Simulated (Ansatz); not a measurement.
`CS[Si](Cl)(Cl)Cl` + H₂ → `Cl[SiH](Cl)Cl` + CH₃SH at 298.15 K and 1 bar (hydrogenolysis of the Si–S bond).

Calculated with Ansatz (gas phase, PBE0-D4/def2-TZVP geometries, no zero-point term in ΔE). CCSD(T)/CBS is the MP2 limit (def2-TZVPP, def2-QZVPP) plus CCSD(T) − MP2 in def2-TZVPP, frozen cores. This one scheme is used for every species. Each species was taken in one conformer, which may not be the lowest.

```tsv
species	CCSD(T)/CBS energy (Eh)	H − E (kJ/mol)	S (J/(mol·K))
`CS[Si](Cl)(Cl)Cl`	-2106.23785	144.8	401.4
H₂	-1.17544	35.1	130.4
`Cl[SiH](Cl)Cl`	-1669.16736	53.3	314.4
CH₃SH	-438.22835	133.0	253.2
```

H − E and S are ideal-gas, rigid-rotor, harmonic terms from PBE0-D4/def2-TZVP, for one conformer and one mirror image of each species. For small species the MP2-based limit differs from directly extrapolated CCSD(T) by up to some mEh (0.8 for H₂); such offsets cancel only in part. 1 Eh = 2625.50 kJ/mol, R = 8.31446 J/(mol·K).

Task: By hand: ΔE, ΔH, ΔS and ΔG.

Result: ΔE = (-1669.16736) + (-438.22835) − (-2106.23785) − (-1.17544) = 0.01758 Eh = 46.2 kJ/mol. Δ(H − E) = 53.3 + 133.0 − 144.8 − 35.1 = 6.4, so ΔH = 52.6 kJ/mol. ΔS = 314.4 + 253.2 − 401.4 − 130.4 = 35.8 J/(mol·K). ΔG = 52.6 − 298.15 × (35.8)/1000 = 41.9 kJ/mol.

Task: By hand: the equilibrium constant, and the temperature at which ΔG would vanish if ΔH and ΔS stayed fixed.

Result: log₁₀ K = −ΔG/(RT ln 10) = -7.3. ΔG = 0 at ΔH/ΔS = 1469 K.

ΔH outweighs TΔS. A doubt of 5 kJ/mol in ΔE shifts log₁₀ K by 0.9 here. Other conformers and mirror images would add mixing entropy, several J/(mol·K) or more a flexible species. These are equilibria of isolated gas molecules and say nothing of rates. Largest T1 diagnostic: 0.010 (customary marks: 0.02 for closed shells, 0.045 for open ones).
